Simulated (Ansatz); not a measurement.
Potential energy curve for GeN (cation, charge +1), lowest triplet found (which spin is the ground state isn't settled by this scan).

UKS-PBE = Ansatz (a first-principles code) with unrestricted PBE/cc-pVDZ; UKS-PBE0 = unrestricted PBE0/cc-pVDZ (Ansatz); FCI = Ansatz with full CI/cc-pVDZ, cores with 3d frozen.

Energies relative to the lowest point of each curve between 1.80 and 2.40 Å, where full CI is lowest, in mEh; the last columns give the error against full CI:

| R / Å | UKS-PBE | UKS-PBE0 | FCI | UKS-PBE − FCI | UKS-PBE0 − FCI |
|---|---|---|---|---|---|
| 1.80 | 8.0 | 5.4 | 7.9 | 0.1 | -2.5 |
| 1.86 | 2.9 | 1.1 | 2.6 | 0.3 | -1.5 |
| 1.95 | 0.0 | 0.0 | 0.0 | 0.0 | 0.0 |
| 1.99 | 0.3 | 1.1 | 0.3 | 0.0 | 0.8 |
| 2.06 | 2.7 | 4.7 | 2.5 | 0.2 | 2.2 |
| 2.14 | 7.4 | 10.6 | 6.5 | 0.9 | 4.1 |
| 2.28 | 18.8 | 23.5 | 15.5 | 3.2 | 8.0 |
| 2.40 | 30.0 | 34.9 | 23.4 | 6.6 | 11.5 |
| 2.59 | 47.5 | 49.5 | 33.8 | 13.6 | 15.6 |
| 2.80 | 63.1 | 59.3 | 41.4 | 21.7 | 17.8 |
| 3.05 | 74.9 | 65.7 | 46.4 | 28.5 | 19.3 |

UKS-PBE is furthest from FCI at 3.05 (28.5 mEh, above); its mean absolute error over the points is 6.8 mEh.

UKS-PBE0 is furthest from FCI at 3.05 (19.3 mEh, above); its mean absolute error over the points is 7.6 mEh.

The scan ran from 1.38 to 6.44 Å; beyond the distances shown full CI changes its symmetry label. The unrestricted determinant behind UKS-PBE is spin-contaminated at 2.59 to 3.05 Å (<S²> up to 2.6, against 2.00 for a pure triplet). The unrestricted determinant behind UKS-PBE0 is spin-contaminated at 2.40 to 3.05 Å (<S²> up to 2.9, against 2.00 for a pure triplet). Also computed but left out beside FCI, since their determinant holds another spin at the minimum (<S²> over 0.7 above the pure value): UHF/6-31G*, UMP2/6-31G*, UHF/LANL2DZ.
